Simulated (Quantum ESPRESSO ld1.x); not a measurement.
The numbers below are computed, except where a source is named.
One sound ld1.x (Quantum ESPRESSO 7.5) input for neutral platinum gives E = -17326.5624 hartree in 32 iterations:

```
 &input
    zed=78.0,
    iswitch=1,
    rel=0,
    lsd=1,
    dft='PZ',
    config='[Xe] 4f14 5d9 6s1',
    verbosity='high',
    prefix='ld1',
    max_out_wfc=37,
    file_charge='ld1.rho',
 /
```

Changed or added lines, one case at a time, and what came of them:

- config='[Xe] 4f14 5d9 6s1 6s1': spurious. The string holds 79 electrons for Z = 78, so the species has charge -1 and is not the one meant. The equations of the added shell fail (the log warns of at least one error in the KS equations), so the printed solution is spurious even though the residual is small.
- rel=-1: refused. The program stops in ld1_readin with "wrong rel": rel takes 0, 1 or 2.
- config='[Xe] 4f14 5d9 6s1 7d-1': harmless. A negative occupation marks a state as unused; the result equals that of the sound run.
- config='[Xe] 4f14 5d9 6s1 7p2': not converged. The string holds 80 electrons for Z = 78, so the species has charge -2 and is not the one meant. The extra electrons are not bound, and the cycle does not converge.
- rel=2 cau_fact=59.75 (without lsd): crashed. The program stops in dirsol with "no classical turning point found": with c below Z the Dirac equation of a point nucleus has no 1s solution.
- lsd=2: refused. The program stops in ld1_readin with "lsd not correct": lsd takes 0 or 1.
- beta=1.5: harmless. The Broyden-type mixing copes: 25 iterations against 32, same energy.
